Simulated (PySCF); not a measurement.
# Pd³⁵⁺: ionisation energy

Pd³⁵⁺ [Ne] 3s1 (2S) → Pd³⁶⁺ [Ne] (1S), as a difference of total energies. Computed with PySCF 2.14 in an even-tempered Gaussian basis (18 s from 5.6 bohr⁻², ratio 2.5; 12 p from 7.3 bohr⁻², ratio 2.5; 4 d from 27 bohr⁻², ratio 2.7; 4 f from 41 bohr⁻², ratio 2.7), with scalar relativity by spin-free X2C-1e. Correlated levels: outer shells: 1s2 frozen; virtual orbitals above 40 to 60 times the deepest correlated orbital energy dropped. The calculations carry no spin-orbit coupling.

```csv
method,ionisation energy (eV)
UHF,2248.1
LDA,2250.7
PBE,2253.0
PBE0,2251.9
r2SCAN,2247.6
r2SCAN0,2247.9
BHandHLYP,2251.6
MP2 (outer shells),2248.8
SCS-MP2 (outer shells),2248.6
```

Breit and QED terms and the two-electron picture change are absent.

For comparison: 2248.87 ± 0.07 eV (semi-empirical (NIST evaluation); NIST Atomic Spectra Database, ionization energies).
